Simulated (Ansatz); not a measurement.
C2H6OSSi, SMILES `C[Si]1(S)CO1`, relaxed with RKS PBE0-D4/def2-TZVP in Ansatz from a PBE-D4/def2-SVP geometry. The force threshold is 0.005 eV/Å; the program also tests the step.

Charge 0, multiplicity 1.

Start:

```xyz
11

C     0.359   -0.481    1.662
Si   -0.169    0.222    0.015
S    -1.936    1.412    0.277
C     0.381   -0.406   -1.615
O     1.032    0.811   -1.036
H    -0.438   -1.116    2.097
H     1.271   -1.094    1.525
H     0.584    0.333    2.380
H    -1.971    1.784   -1.033
H    -0.188   -0.201   -2.545
H     1.075   -1.264   -1.727
```

```json
{"step": "1", "energy (eV)": "-22923.3562", "largest force (eV/Å)": "1.030", "largest move (Å)": "0.000"}
{"step": "2", "energy (eV)": "-22923.4210", "largest force (eV/Å)": "0.640", "largest move (Å)": "0.035"}
{"step": "3", "energy (eV)": "-22923.4380", "largest force (eV/Å)": "0.103", "largest move (Å)": "0.020"}
{"step": "4", "energy (eV)": "-22923.4384", "largest force (eV/Å)": "0.075", "largest move (Å)": "0.028"}
{"step": "5", "energy (eV)": "-22923.4390", "largest force (eV/Å)": "0.046", "largest move (Å)": "0.017"}
{"step": "6", "energy (eV)": "-22923.4391", "largest force (eV/Å)": "0.010", "largest move (Å)": "0.008"}
{"step": "7", "energy (eV)": "-22923.4391", "largest force (eV/Å)": "0.014", "largest move (Å)": "0.008"}
{"step": "8", "energy (eV)": "-22923.4391", "largest force (eV/Å)": "0.009", "largest move (Å)": "0.005"}
{"step": "9", "energy (eV)": "-22923.4391", "largest force (eV/Å)": "0.016", "largest move (Å)": "0.005"}
{"step": "10", "energy (eV)": "-22923.4391", "largest force (eV/Å)": "0.002", "largest move (Å)": "0.002"}
```

End:

```xyz
11

C     0.356   -0.474    1.641
Si   -0.151    0.226    0.007
S    -1.902    1.387    0.273
C     0.366   -0.413   -1.596
O     1.011    0.802   -1.015
H    -0.440   -1.088    2.067
H     1.248   -1.091    1.516
H     0.583    0.329    2.346
H    -1.956    1.755   -1.018
H    -0.181   -0.193   -2.511
H     1.065   -1.240   -1.710
```

Hardware: 4 threads of an Arm Neoverse V2 on a shared host. Wall time 31 s, peak host memory 0.56 GiB.
